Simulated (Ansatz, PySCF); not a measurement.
Reaction R1 + R2 → P1 + P2, each structure at its B3LYP-D3(BJ)/def2-TZVP stationary point, reached from a drawn start (curvature not checked).
R1: SiH4 (SMILES [SiH4]), charge 0, multiplicity 1.
P1: Si2H6 (SMILES [SiH3][SiH3]), charge 0, multiplicity 1.
R2: BrH3Si (SMILES [SiH3]Br), charge 0, multiplicity 1.
P2, HBr (SMILES Br) (charge 0, multiplicity 1):
```json
[
 {"atom": "Br", "x (Å)": "0.7124", "y (Å)": "0.0000", "z (Å)": "0.0000"},
 {"atom": "H", "x (Å)": "-0.7124", "y (Å)": "0.0000", "z (Å)": "0.0000"}
]
```

```tsv
level	reaction energy (eV)	minus CCSD(T)/CBS(def2-TZVPP, def2-QZVPP)
HF/def2-TZVPP	1.116	0.184
revPBE-D3(BJ)/def2-TZVPP	0.763	-0.168
r2SCAN-D3(BJ)/def2-TZVPP	0.875	-0.056
r2SCAN-D4/def2-TZVPP	0.876	-0.056
B97M-V/def2-TZVPP	0.824	-0.108
B3LYP-D4/def2-TZVPP	0.896	-0.036
BHLYP/def2-TZVPP	0.997	0.066
CAM-B3LYP-D4/def2-TZVPP	0.917	-0.015
SCS-MP2/def2-SVP	0.945	0.014
CCSD/def2-TZVPP	0.909	-0.022
CCSD(T)/def2-SVP	0.843	-0.089
CCSD(T)/def2-TZVPP	0.889	-0.042
CCSD(T)/def2-QZVPP	0.915	-0.016
CCSD(T)/CBS(def2-TZVPP, def2-QZVPP)	0.931	0.000
```

 The comparison column counts from a level with limits of its own.

P less R. No zero-point or thermal terms; no spin–orbit coupling.

Frozen-core correlation throughout. In cc and def2 sets filled d and f shells under p-block atoms count as core. CBS: X⁻³ extrapolation of the correlation energy, Hartree–Fock from the larger set.

Run with Ansatz (Gaussian basis) for Hartree–Fock, density functionals and correlated methods; PySCF for the D3/D4 terms. Each number belongs to the level named beside it.

Ansatz is a quantum-chemistry and plane-wave program.
